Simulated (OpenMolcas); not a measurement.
Co4+ among 4 point charges of -1 e arranged as a square (D4h), 2.01 Å from the ion.

- Program: OpenMolcas
- Method: CASSCF
- Basis: ANO-RCC-VDZP [5s4p2d1f]
- Scalar Hamiltonian: DKH2, point nucleus
- Active space: 5 electrons in 5 orbitals (3d)
- State averaging: 2S+1 = 6 even, 1 root; 2S+1 = 4 even, 24 roots; 2S+1 = 2 even, 75 roots
- Spin-orbit coupling: state interaction with AMFI integrals over the reference wave functions

Q: What is the spin-free ground state (labels of D4, the rotations of D4h)?

A: 6A1, 1-fold in its orbital part, 100 % from free-ion S terms; it has the highest spin that d5 allows.

Q: What are the lowest two levels with spin-orbit coupling?

A: A 2-fold level E1/2 with g = 2.00, 6.01, 6.01, then a 2-fold level E3/2 0.1 cm-1 above it. Their leading multiplicities are 6 (100 %) and 6 (100 %).

Q: What is χT at 300 K, and how does it compare with the textbook value?

A: The lowest level has 2S+1 = 6, for which the spin-only value is χT = S(S+1) / 2 = 4.375 cm3 K/mol (g = 2). The computed 4.385 at 300 K differs by +0.010, little more than the free-electron g of 2.0023 accounts for.

Without dynamic correlation the repulsion within the d shell is too large (B by tens of per cent), so at a given field states of lower spin stand too high. Point charges give a weaker field than real ligands, and real ions of this kind are often low spin; the high spin found here belongs to the model. This is an electrostatic model: the charges have no orbitals. No measured value stands beside these numbers.
